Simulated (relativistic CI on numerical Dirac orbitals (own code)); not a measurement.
**Hyperfine structure of Cd¹⁵⁺, mass number 111**

Method of calculation: Dirac-Coulomb-Breit CI, orbitals from a KLI potential per configuration, model QED, unscaled Slater integrals (own radial code, finite nucleus).

CI space (outside the closed core [Ar] 3d10): 4s2 4p3, 4s 4p4, 4p5, 4s2 4p2 4d, 4s 4p3 4d, 4s2 4p2 4f, 4s 4p3 4f, 4p4 4d, 4s 4p2 4d2, 4s2 4p2 5s, 4s2 4p 4d 4f, 4s2 4p 4d2, 4s2 4d3, 4s 4p 4d3, 4s2 4d2 4f, 4s 4p 4d2 4f, 4s2 4d2 5s, 4p3 4d2, 4p2 4d3, 4p2 4d2 4f, 4p2 4d2 5s. Double excitations out of closed p, d and f shells are left out; levels of such configurations are missing from the list, as are those of other unlisted configurations, and high levels can miss mixing partners.

Nuclear spin I = 1/2, μ = -0.594 μN (tables of Stone and Pyykkö). The electronic factors are computed for point nuclear moments, without core polarisation or the Bohr-Weisskopf and QED corrections.

```tsv
Level	E (eV)	A (GHz)
4s2 4p3 2D°_3/2	6.3079	-3.328
4s2 4p3 2D°_5/2	8.5418	-19.6
4s2 4p3 2P°_1/2	12.1099	-58.66
4s2 4p3 2P°_3/2	17.8016	-10.39
4s 4p4 4P_5/2	42.9550	-45.67
4s 4p4 4P_3/2	47.4079	-24.01
4s 4p4 4P_1/2	48.2078	-121.2
4s 4p4 2D_3/2	53.5924	2.346
```

Levels with J = 0, under 50 % of one LS term, or S terms without an open s electron are left out. Small factors come from cancelling terms and can be off by tens of per cent or more.

At this charge energies of transitions that change n are usually good to better than 1 %, and those within a shell (Δn = 0) to a few per cent.

(1) Give the hyperfine levels of 4s2 4p3 2D°_5/2 relative to its centre of gravity.

Answers

(1) With K = F(F + 1) − I(I + 1) − J(J + 1), E = AK/2: F = 2: 34.3, F = 3: -24.5 GHz.

LS names give the leading component of a level, which can be under half, so a name can repeat, a term be missing and a line seem to break the LS rules.
